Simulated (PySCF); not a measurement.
# SbNBr₂: from structure and modes to constants

Method: PySCF, PBE0, basis Sb def2-SVP with ECP28, N def2-SVP, Br def2-SVP (scalar-relativistic core potentials, no spin–orbit coupling, density fitting).

The singlet minimum has C2v symmetry. Masses (u): Sb 120.90382, N 14.00307, Br 78.91834.

```xyz
4
charge 0 multiplicity 1, angstrom
Sb    0.0000    0.0000   -0.8036
N     0.0000    0.0000   -2.6335
Br   -1.8844    0.0000    0.8492
Br    1.8844    0.0000    0.8492
```

Harmonic wavenumbers (cm⁻¹): 68.3 (b1, ×1), 87.4 (a1, ×1), 130.8 (b2, ×1), 247.2 (a1, ×1), 251.6 (b2, ×1), 882.9 (a1, ×1).

Q: Find the principal moments of inertia and the rotational constants. What kind of rotor is it?

A: About the centre of mass I = 289.03, 560.46, 849.49 u Å². With B = 16.8576/I this gives 0.05833, 0.03008, 0.01984 cm⁻¹. The molecule is an asymmetric top with κ = -0.47.

Q: What is the harmonic zero-point energy?

A: Half the sum of all 6 wavenumbers, 1668/2 = 834 cm⁻¹, which is 10.0 kJ/mol (1 cm⁻¹ = 0.0119627 kJ/mol).

Q: Find the vibrational entropy and heat capacity at 298.15 K.

A: With u = 1.43878 ω/T, each mode gives S = R[u/(eᵘ−1) − ln(1−e⁻ᵘ)] and C = R u² eᵘ/(eᵘ−1)².
```
ω (cm⁻¹)      u  S (J/(mol K))  C (J/(mol K))
    68.3  0.330          17.58           8.24
    87.4  0.422          15.55           8.19
   130.8  0.631          12.27           8.04
   247.2  1.193           7.32           7.39
   251.6  1.214           7.19           7.36
   882.9  4.260           0.63           2.19
```
The sums over all modes are S = 60.5 and C = 41.4 J/(mol K); the softest mode gives 29 % of the entropy.

Q: Give the standard entropy (298.15 K, 1 bar) by its translational, rotational, vibrational and spin parts, and Cp.

A: Sackur–Tetrode with M = 292.74 u gives 179.7; rotation with symmetry number 2 gives 120.7; vibration 60.5; spin R ln 1 = 0.0. The total is 360.9 J/(mol K), and Cp = 4 R + 41.4 = 74.7 J/(mol K).

Only a few start shapes were tried, so a lower isomer may exist.
